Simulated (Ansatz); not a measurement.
```yaml
crystal:
  periodic: [false, false, false]
  atoms:
    - {symbol: N, position_ang: [-1.022285, 1.889567, -1.616153]}
    - {symbol: Sn, position_ang: [0.332152, 2.071376, -0.135408]}
    - {symbol: N, position_ang: [0.338490, 0.054693, 0.381344]}
    - {symbol: Si, position_ang: [1.289285, -0.413011, 1.743854]}
    - {symbol: Si, position_ang: [-0.507359, -1.161413, -0.503933]}
    - {symbol: H, position_ang: [-1.557768, 1.073513, -1.872454]}
    - {symbol: H, position_ang: [-1.300082, 2.687015, -2.167361]}
    - {symbol: H, position_ang: [2.343787, -1.403737, 1.388279]}
    - {symbol: H, position_ang: [0.466713, -1.010090, 2.832750]}
    - {symbol: H, position_ang: [1.955336, 0.810296, 2.278403]}
    - {symbol: H, position_ang: [0.032540, -1.331456, -1.881534]}
    - {symbol: H, position_ang: [-1.956367, -0.836252, -0.641402]}
    - {symbol: H, position_ang: [-0.393943, -2.465401, 0.208316]}
basis:
  gaussian: {orbitals: def2-TZVPD}
hamiltonian: {xc: {name: PBEsol}}
output: {forces: true}
```

```sh
$ ansatz run in.yaml --threads 4 --pin off --events-out ev --progress --plain --max-ram 11315MiB
```

It prints (some lines left out):

```
Functional definition: PBEsol
1720 factors; their error is unknown
mean field evaluation 1: about -24618.0906 eV, gradient 1.1e2 eV
mean field evaluation 2: about -24435.2035 eV, gradient 2.4e2 eV
mean field evaluation 4: about -24639.4691 eV, gradient 2.8e1 eV
mean field evaluation 8: about -24641.0678 eV, gradient 2.7e-1 eV
mean field evaluation 16: about -24641.0476 eV, gradient 1.0e-3 eV
mean field -24641.04764231 eV, -905.5417985529 hartree, gradient 4.5e-5 eV, S^2 0.000000; 0 other end points of the search recorded, 0 dependent functions left out
reference -24641.04770688 eV, -905.5418009259 hartree; 36, 36 occupied and 252, 252 virtual orbitals, 1720 factors
Total energy: -24641.04770688 eV, -905.5418009259 hartree
Atom 0 at    -1.022285     1.889567    -1.616153 Å, force     0.275413     0.011436     0.254188 eV/Å
Atom 1 at     0.332152     2.071376    -0.135408 Å, force     0.146942     0.126849     0.140136 eV/Å
Atom 2 at     0.338490     0.054693     0.381344 Å, force    -0.030462     0.102652    -0.054373 eV/Å
Atom 3 at     1.289285    -0.413011     1.743854 Å, force     0.013007     0.002274     0.011145 eV/Å
Atom 4 at    -0.507359    -1.161413    -0.503933 Å, force     0.010359     0.015312    -0.011697 eV/Å
Atom 5 at    -1.557768     1.073513    -1.872454 Å, force    -0.275363    -0.480220    -0.116711 eV/Å
Atom 6 at    -1.300082     2.687015    -2.167361 Å, force    -0.130873     0.423303    -0.273912 eV/Å
Atom 7 at     2.343787    -1.403737     1.388279 Å, force     0.154252    -0.148204    -0.055559 eV/Å
Atom 8 at     0.466713    -1.010090     2.832750 Å, force    -0.125730    -0.089457     0.158741 eV/Å
Atom 9 at     1.955336     0.810296     2.278403 Å, force     0.090425     0.185134     0.067605 eV/Å
Atom 10 at     0.032540    -1.331456    -1.881534 Å, force     0.080418    -0.023105    -0.206113 eV/Å
Atom 11 at    -1.956367    -0.836252    -0.641402 Å, force    -0.223260     0.060614    -0.023887 eV/Å
Atom 12 at    -0.393943    -2.465401     0.208316 Å, force     0.014872    -0.186588     0.110436 eV/Å
Dipole moment:    -0.116837     0.323028    -0.191633 e Å
```

Hardware: 4 threads of an Intel Xeon 6975P-C on a shared host. Wall time 2.8 s, peak host memory 0.6 GiB.
